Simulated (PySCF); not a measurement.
# Computed spin Hamiltonian

Species: C₉H₉ (doublet state).
Geometry (GFN2-xTB, Å), atoms numbered from 1 in this order:
```xyz
18
C9H9 angstrom
C      1.384    2.258    0.847
C      1.648    1.002    0.493
C      2.941    0.353    0.442
C      2.843   -0.907    0.025
C      1.427   -1.168   -0.221
C      0.693   -0.055    0.051
C     -0.727    0.144   -0.041
C     -1.615   -0.782   -0.410
C     -3.083   -0.545   -0.496
H      0.384    2.659    0.853
H      2.172    2.930    1.145
H      3.621   -1.634   -0.114
H      1.063   -2.117   -0.570
H     -1.086    1.133    0.213
H     -1.286   -1.779   -0.667
H     -3.614   -1.205    0.192
H     -3.444   -0.765   -1.502
H     -3.329    0.485   -0.252
```

The hyperfine couplings belong to this conformer and change with its torsions.

As a line formula: `C=C1[C]=CC=C1/C=C/C` [radical].

Computed with UKS B3LYP, pcH-1 on C H, non-relativistic, mean-field spin-orbit, GIAO in PySCF 2.14.0. One conformer (not necessarily the lowest) at the GFN2-xTB geometry, without solvent, vibrations or thermal averaging. The geometry wasn't refined by DFT: couplings that depend on bond lengths, twists or pyramidal angles can differ widely from those at the functional's own minimum. Stability of the SCF solution: not tested. ⟨S²⟩ is 0.779 where a pure state has 0.75.

```json
{
  "g1, g2, g3": "2.00162, 2.00212, 2.00273",
  "g_iso": "2.00216",
  "Form of g": "rhombic: the two nearest values differ by 45 % of g3 − g1",
  "⟨S²⟩": "0.7793 (exact 0.7500)",
  "α and β electrons": "32, 31"
}
```

Isotropic coupling and dipolar principal values T1 to T3, in mT; ρ(0) is the spin density at the nucleus (MHz turned into mT with g_iso):

| atom | isotope | a_iso | T1 | T2 | T3 | Mulliken spin population | ρ(0) (bohr⁻³) |
| --- | --- | --- | --- | --- | --- | --- | --- |
| C1 | 13C | 0.27 | -0.08 | 0.01 | 0.07 | 0.01 | 0.0067 |
| C2 | 13C | 1.75 | -0.31 | -0.22 | 0.53 | -0.03 | 0.0436 |
| C3 | 13C | 16.83 | -2.92 | -1.74 | 4.66 | 1.07 | 0.4196 |
| C4 | 13C | 0.82 | -0.89 | 0.09 | 0.80 | -0.14 | 0.0204 |
| C5 | 13C | 2.37 | -0.35 | 0.17 | 0.18 | 0.13 | 0.0590 |
| C6 | 13C | 0.91 | -0.60 | 0.12 | 0.49 | -0.05 | 0.0228 |
| C7 | 13C | 0.30 | -0.09 | -0.01 | 0.10 | 0.03 | 0.0076 |
| C8 | 13C | 0.02 | -0.32 | 0.14 | 0.18 | -0.05 | 0.0004 |
| C9 | 13C | 0.10 | -0.01 | 0.00 | 0.01 | 0.01 | 0.0025 |
| H10 | 1H | -0.14 | -0.07 | -0.07 | 0.14 | 0.00 | -0.0008 |
| H11 | 1H | -0.05 | -0.14 | -0.12 | 0.26 | 0.00 | -0.0003 |
| H12 | 1H | 1.38 | -0.24 | -0.17 | 0.42 | 0.02 | 0.0086 |
| H13 | 1H | 0.38 | -0.15 | -0.11 | 0.26 | 0.00 | 0.0024 |
| H14 | 1H | -0.02 | -0.04 | -0.04 | 0.08 | 0.00 | -0.0001 |
| H15 | 1H | 0.13 | -0.09 | -0.03 | 0.12 | 0.00 | 0.0008 |
| H16 | 1H | -0.23 | 0.00 | 0.00 | 0.01 | 0.00 | -0.0014 |
| H17 | 1H | -0.21 | 0.00 | 0.00 | 0.01 | 0.00 | -0.0013 |
| H18 | 1H | -0.01 | -0.01 | -0.01 | 0.02 | 0.00 | -0.0001 |

The Mulliken spin populations are largest on C3 (+1.07), C4 (-0.14) and C5 (+0.13). No atom but C3 exceeds +0.15. The positive populations add up to 1.27 and the negative ones to -0.27, together 2S = 1.

Axes: g1 points within 2° of the C5–C6 bond.

Under fast tumbling the dipolar parts average out, and these isotropic splittings remain: 1 × 1H (H12, I = 1/2, 2 lines) with 1.38 mT, 1 × 1H (H13, I = 1/2, 2 lines) with 0.38 mT, 3 × 1H (H16/H17/H18, I = 1/2, 4 lines) with 0.15 mT, 1 × 1H (H10, I = 1/2, 2 lines) with 0.14 mT, 1 × 1H (H15, I = 1/2, 2 lines) with 0.13 mT and 1 × 1H (H11, I = 1/2, 2 lines) with 0.05 mT.

Class means assume fast exchange of nuclei equivalent by connectivity; if that motion is slow, each nucleus keeps its own coupling. The three 1H nuclei of mean -4.2 MHz run from -6.3 to -0.3 MHz in the frozen geometry.

The 13C coupling of C3 (471.7 MHz) shows only in satellite lines or after enrichment, since that isotope makes up about 1.07 % of natural carbon.

On one thread, Arm Neoverse V2 (aarch64), shared host, this took 97 s of wall time (grids of density and orbitals included) and 1.1 GiB of memory at its peak.
